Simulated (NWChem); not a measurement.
Molecule: SiHCl, singlet; SMILES Cl[SiH]

Computed with NWChem. Low-valent species are run as closed-shell singlets; no triplet was tried in these runs. The level has its own optimisation; frequencies are unscaled.

Q: Estimate the computed values for PBE/def2-TZVP. Quantities: r H–Si (Å); r Cl–Si (Å); highest harmonic frequency (cm⁻¹); lowest (cm⁻¹); zero-point energy (kcal/mol); dipole (D).

A: 
| Quantity | Value |
|---|---|
| r H–Si (Å) | 1.544 |
| r Cl–Si (Å) | 2.096 |
| highest harmonic frequency (cm⁻¹) | 1938 |
| lowest (cm⁻¹) | 505 |
| zero-point energy (kcal/mol) | 4.6 |
| dipole (D) | 0.90 |
